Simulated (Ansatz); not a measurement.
Reaction (formal exchange of groups at the Si–Cl bond): `Cl[SiH]1[CH2][GeH2]1` + CH₄ → `C[SiH]1[CH2][GeH2]1` + HCl

Isolated molecules relaxed with PBE0-D4/def2-TZVP in Ansatz; ΔE leaves out vibrations. CCSD(T)/CBS is the MP2 limit (def2-TZVPP, def2-QZVPP) plus CCSD(T) − MP2 in def2-TZVPP, frozen cores. This one scheme is used for every species. Functionals use def2-TZVPP. B3LYP here is the variant with VWN-RPA as its local correlation; programs differ in this. For Ge outer-core shells are correlated without core-valence functions, which leaves a few kJ/mol of doubt a bond. Scalar relativity is left out up to krypton.

`Cl[SiH]1[CH2][GeH2]1`:

Cartesian coordinates in Å:
```
Cl -2.123 -1.153 1.555
Si -0.611 0.127 1.030
C 0.825 -0.596 0.092
Ge -0.156 0.667 -1.150
H -0.312 1.037 2.157
H 1.834 -0.328 0.394
H 0.756 -1.639 -0.211
H 0.613 1.930 -1.542
H -0.827 -0.045 -2.325
```

CH₄:

Z-matrix (Å, degrees):
```
C
H 1 1.090
H 1 1.090 2 109.5
H 1 1.090 2 109.5 3 -120.0
H 1 1.090 2 109.5 3 120.0
```

`C[SiH]1[CH2][GeH2]1`:

Z-matrix (Å, degrees):
```
C
Si 1 1.865
H 1 1.092 2 110.4
H 1 1.093 2 110.4 3 -119.8
H 1 1.092 2 110.9 3 120.0
C 2 1.874 1 118.5 3 41.3
Ge 2 2.298 1 122.8 3 -25.6
H 2 1.485 1 113.6 3 -178.6
H 6 1.087 2 118.7 1 137.1
H 6 1.088 2 118.0 1 -3.2
H 7 1.530 2 123.5 1 -159.6
H 7 1.532 2 122.6 1 10.2
```

HCl:

Z-matrix (Å, degrees):
```
Cl
H 1 1.279
```

```tsv
level	ΔE (kJ/mol)	difference from CCSD(T)/CBS
PBE-D4	96.2	0.5
r2SCAN-D4	100.5	4.8
PBE0-D4	96.4	0.7
B3LYP-D4	100.3	4.6
ωB97X-V	97.2	1.5
ωB97M-V	97.2	1.5
B2PLYP	100.2	4.5
PBE	97.1	1.4
r2SCAN	101.0	5.3
PBE0	97.2	1.5
B3LYP	101.4	5.7
HF/def2-TZVPP	105.9	10.2
MP2/def2-TZVPP	96.8	1.1
SCS-MP2/def2-TZVPP	97.3	1.6
CCSD/def2-TZVPP	93.0	-2.7
CCSD(T)/def2-TZVPP	92.6	-3.1
HF/def2-QZVPP	106.0	10.3
MP2/def2-QZVPP	98.6	2.9
SCS-MP2/def2-QZVPP	99.3	3.6
HF/CBS(def2)	106.0	10.3
MP2/CBS(def2)	99.9	4.2
CCSD/CBS(def2)	96.1	0.4
CCSD(T)/CBS	95.7	0
```

Largest T1 diagnostic among the species: 0.011.

In def2-TZVPP, CCSD(T) changes the Hartree–Fock value by −13.3 kJ/mol (the triples alone add −0.4 kJ/mol) and MP2 by −9.1 kJ/mol.
